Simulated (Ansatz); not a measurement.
Reaction (ligand exchange at the Al–C bond): `N[CH2][Al]([OH])[SH]` + HCl → `[OH][Al]([SH])[Cl]` + CH₃NH₂

Program: Ansatz. Geometries: PBE0-D4/def2-TZVP. ΔE: electronic, gas phase. CCSD(T)/CBS is the MP2 limit (def2-TZVPP, def2-QZVPP) plus CCSD(T) − MP2 in def2-TZVPP, frozen cores. This one scheme is used for every species. Functionals use def2-TZVPP. B3LYP here is the variant with VWN-RPA as its local correlation; programs differ in this. One conformer a species, not always the lowest.

`N[CH2][Al]([OH])[SH]`:

Z-matrix (Å, degrees):
```
C
Al 1 1.971
N 1 1.470 2 118.0
H 1 1.096 2 108.9 3 123.8
H 1 1.096 2 108.9 3 -123.9
S 2 2.194 1 120.1 3 -0.4
O 2 1.693 1 120.8 3 179.6
H 3 1.012 1 111.2 2 59.6
H 3 1.012 1 111.2 2 -59.3
H 6 1.345 2 91.8 1 -0.0
H 7 0.955 2 125.5 1 -180.0
```

HCl:

Cartesian coordinates in Å:
```
Cl 0.607 -0.137 0.146
H -0.607 0.137 -0.146
```

`[OH][Al]([SH])[Cl]`:

Cartesian coordinates in Å:
```
O 1.647 -0.082 -0.597
Al 0.079 0.102 -0.022
S -1.096 -1.685 0.286
Cl -0.723 1.990 0.387
H 2.244 0.645 -0.766
H -2.151 -0.969 0.712
```

CH₃NH₂:

```xyz
7

C    -0.567    0.023   -0.030
N     0.867    0.115   -0.242
H    -0.874   -0.461    0.908
H    -1.020   -0.533   -0.855
H    -1.001    1.025   -0.046
H     1.288   -0.805   -0.242
H     1.306    0.636    0.507
```

(1) Is it downhill or uphill in electronic energy at CCSD(T)/CBS, and by how much? (Best estimate.)

(2) What do these levels give: PBE-D4, B3LYP-D4, BHLYP-D4, ωB97M-V, PBE, BLYP, MP2/def2-SVP, HF/def2-TZVPP, CCSD/def2-TZVPP, CCSD(T)/def2-TZVPP, SCS-MP2/def2-QZVPP, MP2/CBS(def2)? (Estimate.)

Largest T1 diagnostic among the species: 0.012.

## Answers

(1) The calculation gave: Downhill: ΔE = -184.6 kJ/mol.

(2) The calculation gave: PBE-D4 -169.7, B3LYP-D4 -180.9, BHLYP-D4 -192.1, ωB97M-V -181.7, PBE -172.5, BLYP -178.1, MP2/def2-SVP -192.1, HF/def2-TZVPP -210.1, CCSD/def2-TZVPP -185.8, CCSD(T)/def2-TZVPP -182.3, SCS-MP2/def2-QZVPP -190.3, MP2/CBS(def2) -189.9 kJ/mol.

From BLYP to BHLYP (50 % exact exchange), in def2-TZVPP and without D4, ΔE moves by −17.0 kJ/mol. The D4 term adds +4.2 kJ/mol with B3LYP and +2.6 kJ/mol with PBE0; it sums over pairs of atoms, weighted by their polarisabilities, and B3LYP, whose exchange is more repulsive, gets the larger term.
